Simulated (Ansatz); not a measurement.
Ansatz (a first-principles code) input file for C2H5ClSi, SMILES [SiH3]/C=C\Cl, PBE/def2-SVPD. Geometry: ωB97X-D3(BJ)/def2-SVP. The structure was generated by enumeration; whether it is a known compound was not checked.

Ansatz 0.2 input:
```yaml
crystal:
  periodic: [false, false, false]
  atoms:
    - {symbol: Si, position_ang: [-0.38700120, 1.67748479, 0.00000000]}
    - {symbol: C, position_ang: [1.10609714, 0.53486198, -0.00000000]}
    - {symbol: C, position_ang: [1.00804324, -0.79472984, 0.00000000]}
    - {symbol: Cl, position_ang: [-0.52385212, -1.60995230, -0.00000000]}
    - {symbol: H, position_ang: [-1.22035035, 1.45040715, 1.21445395]}
    - {symbol: H, position_ang: [-1.22035036, 1.45040716, -1.21445395]}
    - {symbol: H, position_ang: [0.09927858, 3.08752756, -0.00000000]}
    - {symbol: H, position_ang: [2.12422050, 0.94180925, -0.00000000]}
    - {symbol: H, position_ang: [1.85586218, -1.48654182, 0.00000000]}
basis:
  gaussian:
    orbitals: def2-SVPD
hamiltonian:
  xc: {name: PBE}
```

Output:

```
Functional definition: PBE
integrals: 0.06 GiB planned
1162 factors; their error is unknown
mean field: 0.42 GiB planned
mean field evaluation 1: about -22527.5282 eV, gradient 5.4e1 eV
mean field evaluation 2: about -22508.9932 eV, gradient 9.2e1 eV
mean field evaluation 4: about -22534.7298 eV, gradient 1.2e1 eV
mean field evaluation 8: about -22535.1253 eV, gradient 1.1e-1 eV
mean field evaluation 16: about -22535.0785 eV, gradient 1.0e-4 eV
mean field -22535.07847457 eV, -828.1488591158 hartree, gradient 2.3e-5 eV, S^2 0.000000; 0 other end points of the search recorded, 0 dependent functions left out
reference -22535.07852409 eV, -828.1488609354 hartree; 24, 24 occupied and 107, 107 virtual orbitals, 1162 factors
Total energy: -22535.07852409 eV, -828.1488609354 hartree
```

The run converged.

Cost: around 3.0 core-seconds (rough).
